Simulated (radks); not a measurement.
Task: Coherent X-ray form factor from a spherical all-electron density. Calculated with a radial shooting solver on a logarithmic mesh with Libxc functionals: scalar-relativistic Kohn-Sham, r2SCAN, spin-unpolarised, spherical densities, finite nucleus; meta-GGA in the generalised Kohn-Sham scheme; Fermi nuclear charge, rms radius of each element as measured or else 0.836 A^(1/3) + 0.57 fm.

sin(theta)/lambda (1/angstrom)  f0 (electrons)
0.05                                    22.799
0.1                                     22.215
0.15                                    21.302
0.2                                     20.138
0.25                                    18.810
0.3                                     17.405
0.4                                     14.644
0.5                                     12.249
0.6                                     10.366
0.8                                      7.983
1                                        6.744
1.25                                     5.778
1.5                                      4.945
2                                        3.433

The species is in the configuration that NIST lists as its ground one. Which atom or ion scatters so?

Result: The cobalt ion Co4+, [Ar] 3d5. Extrapolating in s^2 from the first two rows gives f0(0) = 23.0, near the electron count 23; among species with that count, the fall with angle is slower the higher Z, and the table is that of Z = 27; from so few rows the species is fixed only to a neighbour or two.
